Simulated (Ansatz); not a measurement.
Consider the redistribution: `[NH]=[W](=[NH])([OH])[F]` + `[OH][Ti]([OH])([OH])[F]` → `[NH]=[W](=[NH])([OH])[OH]` + `[OH][Ti]([OH])([F])[F]`.

Isolated molecules relaxed with PBE0-D4/def2-TZVP in Ansatz; ΔE leaves out vibrations. CCSD(T)/CBS adds triple-zeta CCSD(T) − MP2 to the extrapolated MP2 energy (def2 sets, frozen cores). DFT in def2-TZVPP. Elements past krypton have def2 core potentials. For Ti, W outer-core shells are correlated without core-valence functions, which leaves a few kJ/mol of doubt a bond. Scalar relativity is left out up to krypton. One conformer a species, not always the lowest.

```csv
level,ΔE (kJ/mol)
revPBE-D4,-18.0
CCSD/CBS(def2),-15.9
```

Question: What does CCSD(T)/CBS give? (Best estimate.)

Answer: Ansatz gave: -16.1 kJ/mol. The listed levels differ from it by -1.9, 0.2 kJ/mol.

Largest T1 diagnostic among the species: 0.023, so the coupled-cluster value is less sure than usual.

Leaving LDA and LC-ωPBE aside and taking each functional with its dispersion term where it has one, the values, not all of them listed here, spread over 2.6 kJ/mol, from PBE-QIDH to BLYP-D4.
